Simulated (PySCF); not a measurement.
Calculation: PySCF 2.14.0 with r2SCAN-D4/def2-TZVP // r2SCAN-D4/def2-SVP. All species are isolated molecules in the gas phase. One relaxed conformer stands for a flexible species; it need not be the lowest. Excitations are Tamm–Dancoff values on a coarser integration grid. The basis has no diffuse functions, so Rydberg states are missing or too high.

Reference species (SMILES): `[O](C)[Ge]([O]C)([NH2])[NH2]` (neutral, multiplicity 1).

```
Quantity                  Value
----------------------  -------
LUMO                    0.00 eV
T1 excitation (TDA)     5.99 eV
S1 oscillator strength    0.014
```

Changed species: `C[O][Ge]([O]C)([O]C)[O]C` (4 of 4 NH2 replaced by OCH3; the reference has 2 of 4 NH2 replaced by OCH3).

**Question.** What does the change do to the LUMO, T1 excitation (TDA) and S1 oscillator strength?

**Answer.** the LUMO falls by 0.49 eV, to -0.49 eV; the T1 excitation (TDA) rises by 0.04 eV, to 6.03 eV; the S1 oscillator strength drops by 0.014, to 0.000.
